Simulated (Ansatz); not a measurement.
Computed with Ansatz on PBE0-D4/def2-TZVP structures; ΔE is electronic, products minus reactants. CBS: MP2 limit from def2 TZ/QZ plus the TZ coupled-cluster correction, frozen cores. This one scheme is used for every species. DFT in def2-TZVPP. B3LYP here is the variant with VWN-RPA as its local correlation; programs differ in this. Each species was taken in one conformer, which may not be the lowest.

Reaction (formal exchange of groups at the Si–C bond): `C[SiH](F)S` + CH₃OH → `OC[SiH](F)S` + CH₄

`C[SiH](F)S`:

```xyz
9

C    -0.095    0.960   -0.645
Si   -0.226   -0.785   -0.041
F     0.855   -1.654   -0.842
S     0.077   -0.950    2.055
H    -0.847    1.588   -0.163
H     0.892    1.375   -0.427
H    -0.249    1.000   -1.727
H    -1.552   -1.399   -0.281
H     1.146   -0.135    2.071
```

CH₃OH:

```xyz
6

C    -0.145   -0.024    0.324
O     0.503   -0.474   -0.843
H    -0.253   -0.886    0.983
H    -1.147    0.374    0.119
H     0.434    0.741    0.856
H     0.607    0.269   -1.440
```

`OC[SiH](F)S`:

Cartesian coordinates in Å:
```
O 0.170 -1.255 -1.103
C -0.642 -0.124 -0.799
Si -0.124 0.627 0.845
F -0.431 -0.507 1.941
S 1.938 1.088 0.781
H -0.020 -1.945 -0.461
H -0.488 0.598 -1.604
H -1.710 -0.380 -0.801
H -0.865 1.844 1.250
H 2.172 0.053 -0.050
```

CH₄:

Z-matrix (Å, degrees):
```
C
H 1 1.090
H 1 1.090 2 109.5
H 1 1.090 2 109.5 3 -120.0
H 1 1.090 2 109.5 3 120.0
```

```json
{"level": "PBE-D4", "ΔE (kcal/mol)": "1.1", "difference from CCSD(T)/CBS": "-1.6"}
{"level": "PBE0-D4", "ΔE (kcal/mol)": "2.2", "difference from CCSD(T)/CBS": "-0.5"}
{"level": "B2PLYP", "ΔE (kcal/mol)": "2.7", "difference from CCSD(T)/CBS": "0.0"}
{"level": "PBE", "ΔE (kcal/mol)": "1.7", "difference from CCSD(T)/CBS": "-1.0"}
{"level": "B3LYP", "ΔE (kcal/mol)": "2.7", "difference from CCSD(T)/CBS": "0.0"}
{"level": "HF/def2-TZVPP", "ΔE (kcal/mol)": "5.1", "difference from CCSD(T)/CBS": "2.4"}
{"level": "CCSD/def2-TZVPP", "ΔE (kcal/mol)": "3.1", "difference from CCSD(T)/CBS": "0.4"}
{"level": "CCSD(T)/def2-TZVPP", "ΔE (kcal/mol)": "2.6", "difference from CCSD(T)/CBS": "-0.1"}
{"level": "HF/def2-QZVPP", "ΔE (kcal/mol)": "5.3", "difference from CCSD(T)/CBS": "2.6"}
{"level": "SCS-MP2/def2-QZVPP", "ΔE (kcal/mol)": "3.2", "difference from CCSD(T)/CBS": "0.5"}
{"level": "CCSD(T)/CBS", "ΔE (kcal/mol)": "2.7", "difference from CCSD(T)/CBS": "0"}
```

Largest T1 diagnostic among the species: 0.012.

The D4 term adds −1.0 kcal/mol with B3LYP and −0.5 kcal/mol with PBE0; it sums over pairs of atoms, weighted by their polarisabilities, and B3LYP, whose exchange is more repulsive, gets the larger term. From PBE to PBE0 (25 % exact exchange), in def2-TZVPP and without D4, ΔE moves by +1.0 kcal/mol. In def2-TZVPP, CCSD(T) changes the Hartree–Fock value by −2.4 kcal/mol (the triples alone add −0.5 kcal/mol) and MP2 by −2.4 kcal/mol.
